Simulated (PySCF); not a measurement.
O2Y, neutral, multiplicity 2. Atoms are numbered in the order given.

```xyz
3

Y      0.0000     0.0000     0.2653
O      0.0000     1.6820    -0.6467
O      0.0000    -1.6820    -0.6467
```
Charge 0, spin multiplicity 2.

Coordinates come from a PBE-D3(BJ)/def2-TZVP optimisation. The def2 effective core potentials stand for the cores of Y; spin–orbit coupling is left out.

All values below come from PBE-D3(BJ)/def2-TZVP in PySCF.

Frequencies are harmonic and unscaled.

List the normal modes with their intensities. (An estimate is asked for; the answer gives what the named calculation found.)


```
mode  ν (cm⁻¹)  IR (km/mol)  moving atoms (share of kinetic energy)
----  --------  -----------  --------------------------------------
1          118         32.2                          O 81 %, Y 19 %
2          511          8.2                          O 78 %, Y 22 %
3          686         40.6                                  O 93 %
```
